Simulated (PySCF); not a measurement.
Zn(SeH)(SiH3) (H4SeSiZn), SMILES [SiH3][Zn][SeH].

Geometry: B3LYP-D3(BJ)/def2-SVP. The values are those of a single conformer.

Two levels are set side by side: TDA-PBE/def2-SVPD (PySCF) and TDA-M06-2X/def2-SVPD (PySCF). Vertical, same geometry. The lowest singlet is HOMO→LUMO 100 % with PBE and HOMO→LUMO 96 % with the other functional; states are paired by order. Differences are taken from unrounded values.

```csv
quantity,TDA-M06-2X,TDA-PBE,TDA-PBE minus TDA-M06-2X
lowest singlet excitation (eV),4.51,3.88,-0.63
lowest triplet excitation (TDA) (eV),4.37,3.79,-0.57
first bright state (f over 0.05) (eV),6.17,5.80,-0.37
its oscillator strength,0.86,0.50,-0.36
```

Functionals without exact exchange tend to place singlet excitations lower, as here. Differences between two approximate levels are no errors against the true value.

Rough cost on one machine, each run with all the roots and properties that it gave: TDA-M06-2X against TDA-PBE about 6 times.
